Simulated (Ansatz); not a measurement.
**Energy profile**

The step: SnH₄S₂ ([SH][SnH2][SH]) → SnH₂S ([S][SnH2]) + H₂S (still joined by a long Sn–S bond); bonds formed: S2–H4; bonds broken: S3–H4; bonds weakened to dative contacts: Sn1–S2 (atoms numbered as in the saddle structure below).

Sn1  (-0.806, -0.274, 0.610)
S2  (1.352, -0.377, -0.955)
S3  (-1.411, 1.444, -0.754)
H4  (0.355, 0.637, -1.327)
H5  (-1.399, -1.872, 0.454)
H6  (-0.109, -0.061, 2.161)
H7  (2.017, 0.503, -0.187)
(Å)

Electronic energies by CCSD(T) at an estimated basis limit (MP2 extrapolated from triple and quadruple zeta, plus CCSD(T) − MP2 in triple zeta), on PBE0-D4/def2-TZVP structures; SnH4S2, closed shell; no counterpoise correction. Computed with Ansatz 0.2.0 (basis: def2-TZVPP and def2-QZVPP); correlated methods freeze the cores. Filled d shells of the heavier atoms are correlated. Core potentials replace the inner electrons of the atoms past krypton. The def2 sets are not built for correlating such inner shells, so the correlated values are less sure here. Extrapolation: Hartree–Fock as exp(−7.88 √X), correlation as X^−2.97.

Question: Give the profile in kcal/mol, counted from the start structure. (Judge from chemistry; the value comes from the calculation.)

Answer: Computed:
```tsv
point	kcal/mol
start structure	0.00
saddle	35.92
end structure	31.64
separated: SnH2S (linked as [S][SnH2]; Sn1, S3, H5, H6; singlet) + H2S (S2, H4, H7; singlet)	41.84
```

No T1 diagnostic of these runs exceeds 0.021.

For scale, one of the runs: CCSD(T)/def2-TZVPP, 190 basis functions (an equivalent command: `ansatz run in.yaml --threads 4`). Time: 45 s of wall clock on 4 CPU threads; the host was shared. Peak host memory: 2.1 GiB.
